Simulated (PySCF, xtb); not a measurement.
In(CF3)(Cl)2 (CCl₂F₃In), SMILES F[C](F)(F)[In]([Cl])[Cl].

Harmonic wavenumbers (cm⁻¹) from GFN2-xTB run with xtb at its own minimum, in rising order: 6, 47, 53, 72, 149, 152, 200, 294, 321, 448, 450, 612, 1030, 1040, 1049.

What does PBE-D3(BJ)/def2-SVP in PySCF give at its own minimum? (Estimate from the structure and the level; the computed values follow.)

3, 53, 68, 90, 188, 200, 222, 352, 373, 505, 505, 705, 1077, 1125, 1138. Paired by order, the mean absolute difference is 46 cm⁻¹ and the zero-point energies are 8.5 and 9.4 kcal/mol.
